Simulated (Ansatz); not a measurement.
A run for Ansatz (a program for electronic structure): R-revPBE/def2-TZVPPD on H2O (SMILES O). The basis file is the Basis Set Exchange's JSON of that set.

Ansatz 0.2 input:
```yaml
crystal:
  periodic: [false, false, false]
  atoms:
    - {symbol: O, position_ang: [-0.00000000, 0.00000000, 0.38961139]}
    - {symbol: H, position_ang: [0.00000000, 0.76498632, -0.19485569]}
    - {symbol: H, position_ang: [0.00000000, -0.76498632, -0.19485569]}
basis:
  gaussian:
    orbitals: def2-TZVPPD.json
hamiltonian:
  xc: {name: revPBE}
scf: {lower_state_search: off}
```

Program output:

```
WARN ansatz: RAYON_NUM_THREADS=4 ignored (pool sized by the plan → 4); use --threads N
Functional definition: revPBE
these checks for a lower state are left out or cut short: stability, starts, cluster_reference, orbital_swaps, neighbouring_geometries, increment
integrals: 0.01 GiB planned
302 factors; their error is unknown
mean field: 0.13 GiB planned
mean field evaluation 1: about -2074.6716 eV, gradient 5.9e1 eV
mean field evaluation 2: about -2045.3287 eV, gradient 1.3e2 eV
mean field evaluation 4: about -2080.1420 eV, gradient 1.1e0 eV
mean field evaluation 8: about -2080.1412 eV, gradient 2.0e-2 eV
mean field -2080.14118183 eV, -76.4437784620 hartree, gradient 1.0e-6 eV, S^2 0.000000; 0 other end points of the search recorded, 0 dependent functions left out
reference -2080.14123116 eV, -76.4437802747 hartree; 5, 5 occupied and 69, 69 virtual orbitals, 302 factors
Total energy: -2080.14123116 eV, -76.4437802747 hartree
Checks for a lower state left out: stability, starts, cluster_reference, orbital_swaps, neighbouring_geometries, increment
```

Self-consistency was reached.

Cost: about 0.5 core-seconds (a rough figure).
